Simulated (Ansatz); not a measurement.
Correlation energies of CH₇BOSi₂, SMILES `O[SiH]1B[SiH2]C1` by basis set

Cartesian coordinates in Å:
```
O 0.456 2.617 -0.065
Si 0.170 1.030 -0.307
B -1.186 0.002 -1.114
Si -0.214 -1.509 -0.193
C 0.929 -0.277 0.764
H 0.984 2.873 0.695
H -1.528 0.540 0.038
H -2.029 0.148 -1.938
H -0.979 -2.357 0.764
H 0.623 -2.401 -1.042
H 1.988 -0.445 0.554
H 0.786 -0.221 1.844
```

The species carries charge 0 and has multiplicity 1. The geometry is a stationary point of PBE0-D4/def2-TZVP. It is one conformer, not always the lowest. Frozen core, restricted reference, Ansatz. CBS rows extrapolate triple and quadruple zeta; past MP2 they add the triple-zeta difference.

```
     basis     HF (Eh)  MP2 corr.  CCSD corr.       (T)  CCSD(T) total
  def2-SVP  -719.04756   -0.61940    -0.67371  -0.02204     -719.74331
def2-TZVPP  -719.42706   -0.77309    -0.81954  -0.03569     -720.28229
def2-QZVPP  -719.45138   -0.82796           –         –              –
 CBS(def2)  -719.45473   -0.86861    -0.91506     as TZ     -720.40548
```
